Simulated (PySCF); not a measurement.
Static response to an electric field

CH7F3NPSi2.
Geometry (GFN2-xTB, Å), atoms numbered from 1 in this order:
```
atom  x, y, z in Å
N1     2.443   -0.727   -0.279
Si2    1.443    0.659   -0.434
Si3   -0.480    0.153    0.796
P4    -2.179    1.591    1.022
C5    -1.355   -1.282   -0.207
F6    -0.487   -2.276   -0.526
F7    -1.853   -0.851   -1.388
F8    -2.372   -1.872    0.439
H9     2.057   -1.646   -0.428
H10    3.398   -0.699   -0.596
H11    2.201    1.756    0.174
H12    1.092    1.067   -1.809
H13   -0.358   -0.507    2.108
H14   -2.182    1.993   -0.304
H15   -1.372    2.648    1.410
```

Level: PBE0/def2-SVPD (PySCF), static field, nuclei fixed, core orbitals frozen in the response. The polarisability tensor in these axes (au):

```
x   122.11  -8.88 -10.83
y    -8.88 105.36   3.34
z   -10.83   3.34  93.61
```

Q: Give the principal values, the mean and the anisotropy Δα = √{½[(α1 − α2)² + (α2 − α3)² + (α1 − α3)²]}.

A: Principal values 89.95, 101.65 and 129.49 au; mean 107.03 au = 15.86 Å³ = 17.65 × 10⁻⁴⁰ C²·m²/J; Δα = 35.18 au (33 % of the mean).

Q: What is the dipole moment, and where does it point?

A: (2.55, 1.55, -0.01) D, 2.99 D in size, pointing from the negative to the positive side. Measured along this direction, the outermost atoms are F8 at the negative end and H11 at the positive end.

Q: In a dilute gas of rigid molecules at 500 K, how does the orientational term μ²/3kT compare with the electronic polarisability?

A: In Gaussian units μ²/3kT = 43.16 Å³ against 15.86 Å³, a ratio of 2.72; the Debye molar polarisation (4π/3)N_A(α + μ²/3kT) is 148.9 cm³/mol, leaving out the vibrational part.

Q: What are the principal values of the traceless quadrupole moment, Θ = ½Σq(3rr − r²1), about the centre of nuclear charge?

A: -4.79, -2.10, 6.89 D·Å. The values depend on the origin, since the dipole doesn't vanish. The electronic extent ⟨r²⟩ about the same centre is 1800 bohr², a root-mean-square distance of 2.37 Å for the 90 electrons.

Q: Find the Langevin capture rate constant for H3+ (3.023 u) meeting this molecule (176.981 u), k = 2.342 × 10⁻⁹ cm³/s × √(α in Å³ / reduced mass in u).

A: The reduced mass is 2.97 u, so k = 5.41 × 10⁻⁹ cm³/s. The formula leaves out the permanent dipole, which adds to the capture rate.

Q: Rayleigh depolarisation ratio (linearly polarised light, static tensor)?

A: ρ = 3Δα²/(45ᾱ² + 4Δα²) = 3711.9/(515473 + 4949.2) = 0.00713.

Geometry: GFN2-xTB, one conformer, isolated molecule.
